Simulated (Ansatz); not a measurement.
Gas-phase electronic energies from Ansatz, PBE0-D4/def2-TZVP geometries. CCSD(T)/CBS adds triple-zeta CCSD(T) − MP2 to the extrapolated MP2 energy (def2 sets, frozen cores). This one scheme is used for every species. Functionals use def2-TZVPP. For Ge outer-core shells are correlated without core-valence functions, which leaves a few kJ/mol of doubt a bond. Scalar relativity is left out up to krypton. Each species was taken in one conformer, which may not be the lowest.

`N#[C][GeH]([F])[F]` + CH₃OH → `C[O][GeH]([F])[F]` + `C#N`  (ligand exchange at a Ge–C bond)

`N#[C][GeH]([F])[F]`:

Cartesian coordinates in Å:
```
N -1.295 1.638 1.381
C -0.700 0.885 0.748
Ge 0.297 -0.415 -0.234
F 1.631 0.409 -0.919
F -0.691 -0.899 -1.544
H 0.758 -1.618 0.568
```

CH₃OH:

```xyz
6

C    -0.133    0.023    0.330
O    -0.111    0.161   -1.072
H    -1.094    0.407    0.673
H     0.660    0.602    0.820
H    -0.051   -1.024    0.648
H     0.729   -0.169   -1.398
```

`C[O][GeH]([F])[F]`:

```xyz
9

C    -1.062   -0.911   -0.061
O     0.341   -0.787   -0.246
Ge    1.144    0.734    0.004
F     0.819    1.290    1.601
F     0.412    1.932   -0.994
H    -1.324   -1.948   -0.274
H    -1.615   -0.260   -0.743
H    -1.351   -0.679    0.969
H     2.635    0.630   -0.256
```

`C#N`:

Z-matrix (Å, degrees):
```
C
N 1 1.146
H 1 1.069 2 180.0
```

| species | PBE0 energy (Eh) |
| --- | --- |
| `N#[C][GeH]([F])[F]` | -2369.76671 |
| CH₃OH | -115.63988 |
| `C[O][GeH]([F])[F]` | -2392.07580 |
| `C#N` | -93.34574 |

Task: Work out ΔE.

Result: ΔE = (-2392.07580) + (-93.34574) − (-2369.76671) − (-115.63988) = -0.01495 Eh = -9.4 kcal/mol. CCSD(T)/CBS gives -11.3 kcal/mol.

Largest T1 diagnostic among the species: 0.014.

From BLYP to BHLYP (50 % exact exchange), in def2-TZVPP and without D4, ΔE moves by −0.8 kcal/mol. At CCSD(T), def2-SVP lies −1.2 kcal/mol from the extrapolated value and def2-TZVPP +0.6 kcal/mol.
